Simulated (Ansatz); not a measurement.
Start from `NC(F)(F)[SiH3]` and change one atom or group to get `NC(O)(F)F`.

Ansatz, PBE0-D4/def2-TZVP geometries, multiplicity 1. Each molecule was computed in one conformer, which needn't be the lowest.

```tsv
property	`NC(F)(F)[SiH3]`
HOMO energy (B3LYP/def2-TZVPP) / eV	-7.51
size of the dipole moment (B3LYP/def2-TZVPP) / D	2.94
LUMO energy (PBE/def2-TZVPP) / eV	-0.62
HOMO energy (ωB97M-V/def2-TZVPP) / eV	-10.02
HOMO–LUMO gap (PBE/def2-TZVPP) / eV	5.70
HOMO energy (PBE/def2-TZVPP) / eV	-6.31
```

Q: What does the change do to each property? (Best estimate.)

A: Computed: 
```json
{"property": "HOMO energy (B3LYP/def2-TZVPP) / eV", "`NC(O)(F)F`": "-8.25", "shift": "-0.74"}
{"property": "size of the dipole moment (B3LYP/def2-TZVPP) / D", "`NC(O)(F)F`": "1.93", "shift": "-1.01"}
{"property": "LUMO energy (PBE/def2-TZVPP) / eV", "`NC(O)(F)F`": "0.07", "shift": "0.69"}
{"property": "HOMO energy (ωB97M-V/def2-TZVPP) / eV", "`NC(O)(F)F`": "-10.98", "shift": "-0.96"}
{"property": "HOMO–LUMO gap (PBE/def2-TZVPP) / eV", "`NC(O)(F)F`": "6.93", "shift": "1.23"}
{"property": "HOMO energy (PBE/def2-TZVPP) / eV", "`NC(O)(F)F`": "-6.86", "shift": "-0.55"}
```

With PBE0 the HOMO falls by 0.80 eV and the LUMO rises by 0.75 eV, so the gap widens by about 1.55 eV. PBE moves the HOMO by -0.55 eV and ωB97M-V by -0.96 eV. The zero-point energy changes by -24.8 kJ/mol with -6 modes. Dipoles are sizes alone; their direction can turn.

B3LYP here is the variant with VWN-RPA as its local correlation; programs differ in this.
